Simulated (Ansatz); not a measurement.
A run for Ansatz (a first-principles code): U-MP2/aug-cc-pVDZ on C3H8N (SMILES C[C](C)N), 2S+1 = 2, atoms moved off the minimum.

Ansatz 0.2 input:
```yaml
crystal:
  periodic: [false, false, false]
  atoms:
    - {symbol: C, position_ang: [-1.18571720, -0.86238155, 0.09926747]}
    - {symbol: C, position_ang: [0.00391869, 0.03561616, 0.19867929]}
    - {symbol: C, position_ang: [1.36820116, -0.44036564, -0.11931130]}
    - {symbol: N, position_ang: [-0.17311001, 1.40694006, -0.03358034]}
    - {symbol: H, position_ang: [-1.02084794, -1.79731291, 0.60391169]}
    - {symbol: H, position_ang: [-1.54429131, -1.00159991, -0.86158920]}
    - {symbol: H, position_ang: [-2.03926737, -0.41459423, 0.64966050]}
    - {symbol: H, position_ang: [1.48742303, -1.50021635, 0.26353898]}
    - {symbol: H, position_ang: [2.19821137, 0.13868086, 0.26992966]}
    - {symbol: H, position_ang: [1.52999026, -0.62656297, -1.25177354]}
    - {symbol: H, position_ang: [0.60689593, 1.85064190, -0.54567767]}
    - {symbol: H, position_ang: [-1.05809082, 1.65779349, -0.43592308]}
basis:
  gaussian:
    orbitals: aug-cc-pVDZ
magnetization: {spin_polarized: true, initial_magnetization: 1}
correlation: {method: mp2, electrons: outside_noble_gas}
scf: {omitted_lower_state_checks: [cluster_reference]}
output: {forces: true}
```

It printed:

```
WARN ansatz: RAYON_NUM_THREADS=4 ignored (pool sized by the plan → 4); use --threads N
Functional definition: HF
these checks for a lower state are left out or cut short: cluster_reference
integrals: 0.27 GiB planned
1614 factors; integrals over basis functions are off by at most 6.5e-4 eV
mean field: 0.96 GiB planned
mean field evaluation 1: about -4694.1784 eV, gradient 2.9e1 eV
mean field evaluation 2: about -4694.1891 eV, gradient 2.9e1 eV
mean field evaluation 4: about -4698.8043 eV, gradient 3.2e0 eV
mean field evaluation 8: about -4698.9140 eV, gradient 2.2e-1 eV
mean field -4698.91510025 eV, -172.6819448951 hartree, gradient 2.3e-6 eV, S^2 0.763954; 0 other end points of the search recorded, 0 dependent functions left out
4 core orbitals not correlated
reference -4698.91510025 eV, -172.6819448951 hartree; 13, 12 occupied and 147, 148 virtual orbitals, 1614 factors
densities: 1.00 GiB planned
second order -16.59387904 eV of doubles, -0.00000000 eV of singles
the calculation of the forces begins
Total energy: -4715.50897929 eV, -173.2917587021 hartree
Atom 0 at    -1.185717    -0.862382     0.099267 Å, force     0.117932     1.449331     2.735873 eV/Å
Atom 1 at     0.003919     0.035616     0.198679 Å, force     0.398398     0.295949     0.063259 eV/Å
Atom 2 at     1.368201    -0.440366    -0.119311 Å, force     0.142675    -2.917409    -1.218166 eV/Å
Atom 3 at    -0.173110     1.406940    -0.033580 Å, force     0.630072     0.427381    -0.175184 eV/Å
Atom 4 at    -1.020848    -1.797313     0.603912 Å, force     0.326318    -0.908281     0.139299 eV/Å
Atom 5 at    -1.544291    -1.001600    -0.861589 Å, force    -0.703282    -0.601921    -2.846460 eV/Å
Atom 6 at    -2.039267    -0.414594     0.649660 Å, force     0.132578     0.120552    -0.006667 eV/Å
Atom 7 at     1.487423    -1.500216     0.263539 Å, force     0.028386     0.868900     0.003913 eV/Å
Atom 8 at     2.198211     0.138681     0.269930 Å, force     0.246340     0.538414     0.177822 eV/Å
Atom 9 at     1.529990    -0.626563    -1.251774 Å, force    -0.161135     0.654607     1.029265 eV/Å
Atom 10 at     0.606896     1.850642    -0.545678 Å, force    -0.574750    -0.221162     0.318108 eV/Å
Atom 11 at    -1.058091     1.657793    -0.435923 Å, force    -0.583531     0.293639    -0.221063 eV/Å
Dipole moment:    -0.045688     0.000411    -0.254250 e Å
Checks for a lower state left out: cluster_reference
```

The run converged.

Cost: around 17 core-seconds (rough).
